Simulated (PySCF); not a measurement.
As2BFH4, SMILES FB([AsH2])[AsH2].

The structure is a stationary point at B3LYP-D3(BJ)/def2-SVP. The structure was generated by enumeration, and PubChem lists no compound with its InChIKey, so it may never have been made.

Computed with PySCF 2.14.0 with TDA-PBE/def2-SVPD.

Vertical excitations.  State labels are in the subgroup C2.

```json
[
 {"state": "S1", "symmetry": "A", "energy (eV)": "4.18", "λ (nm)": "297", "f": "0.008", "main pairs": "HOMO→LUMO 96 %"},
 {"state": "S2", "symmetry": "B", "energy (eV)": "4.81", "λ (nm)": "258", "f": "0.102", "main pairs": "HOMO−1→LUMO 86 %"},
 {"state": "S3", "symmetry": "B", "energy (eV)": "5.41", "λ (nm)": "229", "f": "0.022", "main pairs": "HOMO→LUMO+1 88 %"},
 {"state": "S4", "symmetry": "A", "energy (eV)": "5.68", "λ (nm)": "218", "f": "0.006", "main pairs": "HOMO→LUMO+2 91 %"},
 {"state": "S5", "symmetry": "B", "energy (eV)": "5.86", "λ (nm)": "211", "f": "0.091", "main pairs": "HOMO→LUMO+3 84 %"},
 {"state": "S6", "symmetry": "A", "energy (eV)": "5.91", "λ (nm)": "210", "f": "0.001", "main pairs": "HOMO−1→LUMO+1 52 %, HOMO−2→LUMO 39 %"},
 {"state": "S7", "symmetry": "A", "energy (eV)": "6.07", "λ (nm)": "204", "f": "0.006", "main pairs": "HOMO−2→LUMO 49 %, HOMO−1→LUMO+1 38 %"},
 {"state": "S8", "symmetry": "B", "energy (eV)": "6.44", "λ (nm)": "193", "f": "0.047", "main pairs": "HOMO−1→LUMO+2 69 %, HOMO→LUMO+4 19 %"},
 {"state": "S9", "symmetry": "A", "energy (eV)": "6.49", "λ (nm)": "191", "f": "0.023", "main pairs": "HOMO−1→LUMO+3 81 %"},
 {"state": "S10", "symmetry": "B", "energy (eV)": "6.64", "λ (nm)": "187", "f": "0.594", "main pairs": "HOMO→LUMO+4 56 %, HOMO−1→LUMO+2 19 %"},
 {"state": "T1", "symmetry": "A", "energy (eV)": "3.40", "λ (nm)": "365", "f": "0", "main pairs": "HOMO→LUMO 99 %"},
 {"state": "T2", "symmetry": "B", "energy (eV)": "4.12", "λ (nm)": "301", "f": "0", "main pairs": "HOMO−1→LUMO 98 %"},
 {"state": "T3", "symmetry": "B", "energy (eV)": "5.04", "λ (nm)": "246", "f": "0", "main pairs": "HOMO→LUMO+1 95 %"},
 {"state": "T4", "symmetry": "A", "energy (eV)": "5.31", "λ (nm)": "234", "f": "0", "main pairs": "HOMO−2→LUMO 98 %"}
]
```
Triplets are in the Tamm–Dancoff approximation.
